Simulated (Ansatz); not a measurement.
Harmonic frequencies (cm⁻¹) at PBE0-D4/def2-TZVP from Ansatz: 89, 102, 137, 144, 148, 283, 346, 436, 456.

Q: Which molecule is it?
A. `[F][Ge]([F])([F])[SeH]`
B. `[Cl][Ge]([Cl])([Br])[Br]`
C. `[NH2][GeH]([Cl])[Cl]`
D. `[F][Ge]([F])([Cl])[SeH]`

A: B.
